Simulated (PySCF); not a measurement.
**Basis-set dependence of population analyses: `F[SiH2]C/C=C\Cl`**

C3H6ClFSi.
Geometry (PBE0-D3(BJ)/def2-SVP, Å), atoms numbered from 1 in this order:
```xyz
12
C3H6ClFSi angstrom
F     -2.4274   -1.0499    0.0425
Si    -1.6707    0.3912    0.1284
C      0.0263    0.1172    0.8871
C      0.8824   -0.7303    0.0120
C      1.7398   -0.2892   -0.9119
Cl     2.0265    1.3911   -1.2079
H     -1.5547    0.9295   -1.2534
H     -2.4966    1.2843    0.9907
H      0.4820    1.1100    1.0413
H     -0.1165   -0.3466    1.8767
H      0.7786   -1.8174    0.0922
H      2.3310   -0.9516   -1.5462
```

PBE0 throughout (PySCF), one geometry, spherical d and f functions. One conformer (not necessarily the lowest) at the PBE0-D3(BJ)/def2-SVP geometry, without solvent, vibrations or thermal averaging. Atoms taken as equivalent share a column and are averaged. The first 7 of 10 kinds of atom are listed.

Mulliken charges (e):

```csv
basis,functions,F1,Si2,C3,C4,C5,Cl6,H7/H8
STO-3G,44,-0.248,+0.713,-0.323,-0.080,-0.082,-0.118,-0.123
6-31G,74,-0.475,+0.996,-0.760,-0.034,-0.449,+0.092,-0.130
pcSseg-0,74,-0.505,+1.149,-1.074,-0.172,-0.364,+0.011,-0.090
6-31G*,104,-0.418,+0.803,-0.643,-0.093,-0.321,-0.009,-0.091
cc-pVDZ,122,-0.333,+0.593,-0.175,-0.050,-0.086,-0.077,-0.072
def2-SVP,122,-0.361,+0.720,-0.272,-0.087,-0.025,-0.117,-0.091
aug-cc-pVDZ,200,-0.659,+0.394,+0.186,+1.391,-0.054,-0.269,+0.253
"6-311+G(2d,p)",214,-0.459,+0.822,-0.783,+0.092,-0.275,+0.065,-0.060
def2-TZVP,234,-0.338,+0.500,-0.315,-0.190,-0.075,-0.103,-0.033
cc-pVTZ,272,-0.306,+0.499,-0.259,-0.150,-0.093,-0.110,-0.049
IGLO-III,288,-0.506,+1.087,-0.483,-0.132,-0.126,+0.019,-0.173
pcSseg-2,314,-0.430,+0.904,-0.262,-0.166,+0.035,-0.132,-0.140
```

IAO charges (e):

```csv
basis,functions,F1,Si2,C3,C4,C5,Cl6,H7/H8
STO-3G,44,-0.369,+0.908,-0.518,-0.138,-0.193,-0.026,-0.125
6-31G,74,-0.509,+0.948,-0.562,-0.141,-0.196,-0.046,-0.098
pcSseg-0,74,-0.494,+0.958,-0.580,-0.142,-0.195,-0.040,-0.103
6-31G*,104,-0.528,+1.081,-0.571,-0.141,-0.188,-0.040,-0.139
cc-pVDZ,122,-0.527,+1.067,-0.567,-0.146,-0.186,-0.038,-0.135
def2-SVP,122,-0.526,+1.083,-0.566,-0.144,-0.181,-0.032,-0.142
aug-cc-pVDZ,200,-0.541,+1.074,-0.572,-0.150,-0.190,-0.042,-0.132
"6-311+G(2d,p)",214,-0.545,+1.104,-0.583,-0.150,-0.194,-0.036,-0.141
def2-TZVP,234,-0.546,+1.117,-0.586,-0.149,-0.195,-0.034,-0.145
cc-pVTZ,272,-0.543,+1.104,-0.584,-0.149,-0.193,-0.037,-0.141
IGLO-III,288,-0.547,+1.113,-0.586,-0.152,-0.196,-0.031,-0.144
pcSseg-2,314,-0.547,+1.116,-0.586,-0.149,-0.195,-0.036,-0.144
```

Hirshfeld charges (e):

```tsv
basis	functions	F1	Si2	C3	C4	C5	Cl6	H7/H8
STO-3G	44	-0.169	+0.459	-0.089	-0.028	+0.023	-0.145	-0.086
6-31G	74	-0.245	+0.424	-0.142	-0.038	-0.042	-0.049	-0.068
pcSseg-0	74	-0.236	+0.457	-0.145	-0.043	-0.043	-0.030	-0.076
6-31G*	104	-0.210	+0.401	-0.143	-0.037	-0.035	-0.057	-0.073
cc-pVDZ	122	-0.203	+0.414	-0.153	-0.043	-0.040	-0.033	-0.077
def2-SVP	122	-0.206	+0.424	-0.157	-0.047	-0.043	-0.020	-0.078
aug-cc-pVDZ	200	-0.218	+0.431	-0.172	-0.056	-0.050	-0.017	-0.072
6-311+G(2d,p)	214	-0.220	+0.433	-0.166	-0.055	-0.051	-0.019	-0.073
def2-TZVP	234	-0.210	+0.423	-0.166	-0.052	-0.048	-0.023	-0.074
cc-pVTZ	272	-0.206	+0.419	-0.164	-0.049	-0.046	-0.027	-0.074
IGLO-III	288	-0.209	+0.422	-0.169	-0.058	-0.053	-0.007	-0.071
pcSseg-2	314	-0.214	+0.431	-0.171	-0.053	-0.048	-0.018	-0.074
```

ESP-fitted charges (e):

```csv
basis,functions,F1,Si2,C3,C4,C5,Cl6,H7/H8
STO-3G,44,-0.203,+0.574,-0.213,-0.130,+0.009,-0.165,-0.112
6-31G,74,-0.393,+0.766,-0.359,-0.082,-0.200,-0.094,-0.126
pcSseg-0,74,-0.378,+0.864,-0.472,-0.108,-0.179,-0.095,-0.155
6-31G*,104,-0.274,+0.562,-0.286,-0.056,-0.288,-0.052,-0.101
cc-pVDZ,122,-0.283,+0.559,-0.258,-0.059,-0.285,-0.041,-0.098
def2-SVP,122,-0.289,+0.604,-0.292,-0.064,-0.267,-0.034,-0.111
aug-cc-pVDZ,200,-0.286,+0.551,-0.276,-0.052,-0.289,-0.045,-0.093
"6-311+G(2d,p)",214,-0.297,+0.582,-0.319,-0.031,-0.316,-0.036,-0.097
def2-TZVP,234,-0.281,+0.561,-0.286,-0.058,-0.292,-0.037,-0.098
cc-pVTZ,272,-0.274,+0.553,-0.281,-0.061,-0.277,-0.044,-0.098
IGLO-III,288,-0.280,+0.552,-0.301,-0.026,-0.328,-0.020,-0.095
pcSseg-2,314,-0.300,+0.601,-0.291,-0.060,-0.271,-0.049,-0.105
```

Some averages cover members that differ in this geometry, most widely: H7/H8, Mulliken in aug-cc-pVDZ +0.231 to +0.276; H7/H8, ESP-fitted in pcSseg-0 -0.169 to -0.142; H7/H8, ESP-fitted in aug-cc-pVDZ -0.106 to -0.081; H7/H8, ESP-fitted in def2-TZVP -0.111 to -0.086 e.

Question: Which scheme is steadiest as the basis changes?

Answer: Largest range over the bases for any column: Hirshfeld 0.14 e, IAO 0.21 e, ESP-fitted 0.34 e, Mulliken 1.58 e. Hirshfeld charges move least and Mulliken charges most, counted in e. Without the minimal STO-3G basis the ranges are Hirshfeld 0.06, IAO 0.17, ESP-fitted 0.31, Mulliken 1.58 e.

Question: How much do the charges still move between the two largest bases, IGLO-III and pcSseg-2?

Answer: At most, over all atoms: Mulliken 0.222 e, IAO 0.005 e, Hirshfeld 0.012 e, ESP-fitted 0.057 e.

Question: What do the same runs give for the total energy, the frontier levels and the dipole moment?

Answer: 
```csv
basis,energy (Eh),HOMO (eV),LUMO (eV),μ (D)
STO-3G,-955.7684,-4.91,2.99,1.39
6-31G,-966.8352,-7.14,-0.04,1.26
pcSseg-0,-965.6136,-7.37,-0.31,1.01
6-31G*,-966.9455,-6.97,0.03,1.09
cc-pVDZ,-966.9974,-7.05,-0.14,1.06
def2-SVP,-966.5901,-7.06,-0.15,1.01
aug-cc-pVDZ,-967.0204,-7.17,-0.45,1.08
"6-311+G(2d,p)",-967.0826,-7.18,-0.46,1.08
def2-TZVP,-967.1076,-7.14,-0.36,1.06
cc-pVTZ,-967.1052,-7.13,-0.31,1.05
IGLO-III,-967.1077,-7.11,-0.34,1.03
pcSseg-2,-967.1230,-7.19,-0.43,1.07
```

The dipole is fixed by the density alone, so its range of 0.38 D shows that the density itself changes with the basis, not only its division among atoms.
